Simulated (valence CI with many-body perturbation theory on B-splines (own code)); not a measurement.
**Ce XLVI: electric-dipole lines**

Computed by valence CI with perturbative core correlation (CI+MBPT): three valence electrons over a frozen Dirac-Fock core [Ne], a basis of 11 s, 11 p, 10 d, 8 f, 5 g, 2 h functions for each j, with the one-electron correlation potential Σ1, the two-electron term Σ2, the three-electron term Σ3, Breit, model QED; selected CI, second order for the rest, scaled by the run's own slope (own B-spline code, finite nucleus).

The last digits are not significant, and no measured levels were compared; by estimate large intervals hold to a few tenths of a per cent, small ones and those within an open d or f shell to about a per cent.

Lines 101 to 150 of 585 in falling wavelength, among levels below 1801.1 eV, chosen from the strongest by gf and those to the six lowest levels. Wavelengths and rates use the calculated energies. Electric multipoles are in the length gauge, E1 and E2 with the static RPA response of the core. Weak lines are less certain than strong ones. Lines between different terms over intervals too small for the method are left out, as are lines whose strength nearly cancels. The highest levels of a list are the least certain.

Levels are named by their leading jj configuration (3d3/2^4 stands for four electrons in 3d with j = 3/2), which in mixed levels can hold well under half, so a name can repeat and another be missing. Letters in brackets count levels of one name in rising energy.

```tsv
λ vac (Å)	Upper	Lower	A (s⁻¹)	log gf	Branch %
69.00	(3d3/2^2 3d5/2) J=5/2 [b]	(3p3/2 3d3/2 3d5/2) J=3/2 [a]	3.18e+10	-0.87	4.2
68.99	(3s 3d5/2^2) J=7/2	(3s 3p3/2 3d5/2) J=7/2 [b]	2.20e+10	-0.90	8.7
68.98	(3p3/2 3d3/2 3d5/2) J=5/2 [b]	(3p3/2^2 3d3/2) J=3/2 [a]	6.71e+10	-0.54	9.5
68.96	(3d3/2^2 3d5/2) J=5/2 [a]	(3p3/2 3d3/2^2) J=5/2	2.50e+10	-0.97	3.3
68.82	(3d3/2 3d5/2^2) J=5/2 [a]	(3p3/2 3d3/2 3d5/2) J=3/2 [b]	7.22e+10	-0.51	11.5
68.54	(3s 3p1/2 3d5/2) J=5/2 [b]	(3s 3p1/2 3p3/2) J=3/2 [b]	3.83e+10	-0.79	39.0
68.48	(3p1/2 3p3/2 3d5/2) J=5/2 [a]	(3p1/2 3p3/2^2) J=5/2	2.86e+10	-0.92	10.0
68.43	(3p3/2 3d5/2^2) J=7/2 [a]	(3p3/2^2 3d5/2) J=7/2	2.56e+10	-0.84	5.9
68.27	(3s 3p1/2 3d5/2) J=5/2 [a]	(3s 3p1/2 3p3/2) J=5/2	2.52e+09	-1.98	2.3
68.18	(3d3/2 3d5/2^2) J=7/2 [a]	(3p3/2 3d3/2 3d5/2) J=5/2 [b]	6.32e+10	-0.45	11.7
68.06	(3d3/2 3d5/2^2) J=9/2	(3p3/2 3d3/2 3d5/2) J=7/2 [b]	1.58e+10	-0.96	3.3
67.85	(3s 3p3/2 3d5/2) J=5/2 [a]	(3s 3p3/2^2) J=5/2	4.90e+10	-0.69	22.8
67.85	(3s 3d5/2^2) J=9/2	(3s 3p3/2 3d5/2) J=7/2 [a]	8.24e+10	-0.24	29.4
67.82	(3p3/2 3d3/2 3d5/2) J=3/2 [b]	(3p3/2^2 3d3/2) J=1/2	3.50e+10	-1.02	4.5
67.64	(3p3/2 3d3/2 3d5/2) J=9/2 [b]	(3p3/2^2 3d3/2) J=7/2	1.79e+11	0.09	32.9
67.62	(3p3/2 3d5/2^2) J=1/2	(3p3/2^2 3d3/2) J=3/2 [b]	7.26e+10	-1.00	10.4
67.59	(3d3/2 3d5/2^2) J=3/2 [b]	(3p3/2 3d3/2 3d5/2) J=5/2 [d]	3.51e+10	-1.02	6.8
67.40	(3s 3p1/2 3d5/2) J=3/2	(3s 3p1/2 3p3/2) J=3/2 [b]	1.57e+10	-1.37	6.0
67.39	(3p3/2 3d3/2 3d5/2) J=3/2 [c]	(3p3/2^2 3d3/2) J=3/2 [b]	5.11e+10	-0.86	6.0
67.30	(3p3/2 3d5/2^2) J=9/2	(3p3/2^2 3d5/2) J=7/2	1.53e+11	0.02	27.3
67.24	(3d3/2 3d5/2^2) J=5/2 [a]	(3p3/2 3d5/2^2) J=5/2 [a]	2.29e+10	-1.03	3.6
67.24	(3p1/2 3d5/2^2) J=5/2	(3p1/2 3p3/2 3d5/2) J=7/2 [b]	2.91e+10	-0.93	14.5
67.23	(3d3/2^2 3d5/2) J=7/2	(3p3/2 3d3/2^2) J=7/2	3.17e+10	-0.76	4.6
67.21	(3d5/2^3) J=9/2	(3p3/2 3d5/2^2) J=9/2	7.48e+10	-0.30	24.2
67.20	(3d5/2^3) J=5/2	(3p3/2 3d5/2^2) J=5/2 [b]	1.32e+11	-0.27	31.2
67.19	(3d3/2^2 3d5/2) J=5/2 [a]	(3p3/2 3d3/2^2) J=3/2 [a]	6.13e+10	-0.60	8.1
67.16	(3d3/2^2 3d5/2) J=5/2 [b]	(3p3/2 3d3/2 3d5/2) J=5/2 [a]	3.00e+10	-0.92	4.0
67.13	(3p1/2 3d3/2 3d5/2) J=5/2 [a]	(3p1/2 3p3/2 3d3/2) J=3/2 [a]	4.42e+10	-0.75	27.3
67.04	(3d5/2^3) J=3/2	(3p3/2 3d3/2 3d5/2) J=1/2 [b]	9.80e+10	-0.58	21.6
66.97	(3d3/2^2 3d5/2) J=9/2	(3p3/2 3d3/2^2) J=7/2	1.17e+11	-0.10	18.4
66.85	(3p3/2 3d3/2 3d5/2) J=7/2 [c]	(3p3/2^2 3d3/2) J=5/2	1.82e+11	-0.01	26.9
66.75	(3p1/2 3d3/2 3d5/2) J=7/2 [b]	(3p1/2 3p3/2 3d5/2) J=7/2 [a]	3.47e+10	-0.73	7.9
66.73	(3s 3p1/2 3d3/2) J=1/2	(3s 3p1/2 3p3/2) J=3/2 [a]	3.75e+09	-2.30	0.8
66.58	(3p1/2 3d3/2 3d5/2) J=5/2 [b]	(3p1/2 3p3/2 3d3/2) J=3/2 [b]	3.97e+10	-0.80	7.0
66.57	(3d3/2 3d5/2^2) J=7/2 [b]	(3p3/2 3d3/2 3d5/2) J=9/2 [b]	3.84e+10	-0.69	7.5
66.51	(3d5/2^3) J=5/2	(3p3/2 3d5/2^2) J=7/2 [b]	7.00e+10	-0.56	16.5
66.49	(3p3/2 3d5/2^2) J=5/2 [a]	(3p3/2^2 3d3/2) J=5/2	4.39e+10	-0.76	7.7
66.42	(3p3/2 3d5/2^2) J=7/2 [a]	(3p3/2^2 3d5/2) J=9/2	2.67e+10	-0.85	6.1
66.41	(3p1/2 3d3/2 3d5/2) J=7/2 [a]	(3p1/2 3p3/2 3d3/2) J=5/2 [a]	5.17e+10	-0.56	45.6
66.38	(3d3/2^2 3d5/2) J=7/2	(3p3/2 3d3/2^2) J=5/2	9.81e+10	-0.29	14.3
66.19	(3p3/2 3d3/2 3d5/2) J=5/2 [d]	(3p3/2^2 3d3/2) J=3/2 [b]	1.40e+11	-0.26	20.4
66.15	(3d3/2 3d5/2^2) J=3/2 [b]	(3p3/2 3d5/2^2) J=1/2	7.20e+10	-0.72	14.0
66.14	(3s 3d3/2 3d5/2) J=5/2 [b]	(3s 3p3/2 3d3/2) J=3/2 [b]	3.88e+10	-0.82	6.2
66.13	(3s^2 3d5/2) J=5/2	(3s^2 3p3/2) J=3/2	5.80e+10	-0.64	100.0
66.01	(3s 3p1/2 3d3/2) J=3/2 [b]	(3s 3p1/2 3p3/2) J=3/2 [a]	6.50e+09	-1.77	1.3
65.96	(3p1/2 3p3/2 3d5/2) J=1/2	(3p1/2 3p3/2^2) J=1/2	1.43e+11	-0.73	47.2
65.90	(3p1/2 3d3/2 3d5/2) J=7/2 [b]	(3p1/2 3p3/2 3d3/2) J=5/2 [b]	1.02e+11	-0.27	23.4
65.73	(3s 3d3/2 3d5/2) J=9/2	(3s 3p3/2 3d5/2) J=9/2	1.88e+10	-0.91	4.6
65.71	(3s 3d3/2 3d5/2) J=7/2 [a]	(3s 3p3/2 3d3/2) J=5/2 [a]	9.09e+10	-0.33	18.1
65.67	(3d3/2 3d5/2^2) J=5/2 [b]	(3p3/2 3d3/2 3d5/2) J=7/2 [c]	4.32e+10	-0.78	8.0
```
